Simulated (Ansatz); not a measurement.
`[NH]=[V]([NH2])([OH])[F]` + NH₃ → `[NH]=[V]([NH2])([NH2])[OH]` + H–F  (ligand exchange at a V–F bond)

Program: Ansatz. Geometries: PBE0-D4/def2-TZVP. ΔE: electronic, gas phase. CCSD(T)/CBS adds triple-zeta CCSD(T) − MP2 to the extrapolated MP2 energy (def2 sets, frozen cores). This one scheme is used for every species. For V outer-core shells are correlated without core-valence functions, which leaves a few kJ/mol of doubt a bond. Scalar relativity is left out up to krypton. Each species was taken in one conformer, which may not be the lowest.

`[NH]=[V]([NH2])([OH])[F]`:

```xyz
9

N    -1.283   -0.148   -0.840
V     0.218   -0.291   -0.292
N     0.055   -0.092    1.507
O     1.260    0.972   -0.961
F     0.904   -1.854   -0.678
H    -2.178   -0.268   -1.296
H     0.878   -0.021    2.090
H    -0.795    0.049    2.027
H     0.941    1.653   -1.556
```

NH₃:

Z-matrix (Å, degrees):
```
N
H 1 1.013
H 1 1.013 2 107.1
H 1 1.013 2 107.1 3 -114.5
```

`[NH]=[V]([NH2])([NH2])[OH]`:

Cartesian coordinates in Å:
```
N 0.882 1.406 -0.031
V 0.099 0.020 0.195
N 0.739 -1.124 -1.093
N -1.682 0.421 -0.022
O 0.349 -0.704 1.805
H 1.419 2.261 -0.056
H 1.361 -0.883 -1.846
H 0.402 -2.073 -1.180
H -2.061 1.300 -0.332
H -2.401 -0.285 0.059
H 0.893 -0.338 2.502
```

H–F:

Cartesian coordinates in Å:
```
F 0.397 -0.198 0.123
H -0.397 0.198 -0.123
```

| species | CCSD(T)/CBS(def2) energy (Eh) |
| --- | --- |
| `[NH]=[V]([NH2])([OH])[F]` | -1230.34915 |
| NH₃ | -56.50880 |
| `[NH]=[V]([NH2])([NH2])[OH]` | -1186.43232 |
| H–F | -100.39570 |

Question: Work out ΔE.

Answer: ΔE = (-1186.43232) + (-100.39570) − (-1230.34915) − (-56.50880) = 0.02993 Eh = +78.6 kJ/mol.

Largest T1 diagnostic among the species: 0.030, so the coupled-cluster value is less sure than usual.

From PBE to PBE0 (25 % exact exchange), in def2-TZVPP and without D4, ΔE moves by −5.3 kJ/mol. At CCSD(T), def2-SVP lies +24.4 kJ/mol from the extrapolated value and def2-TZVPP +5.4 kJ/mol. The D4 term adds −6.1 kJ/mol with B3LYP and −3.5 kJ/mol with PBE0; it sums over pairs of atoms, weighted by their polarisabilities, and B3LYP, whose exchange is more repulsive, gets the larger term.

B3LYP here is the variant with VWN-RPA as its local correlation; programs differ in this.
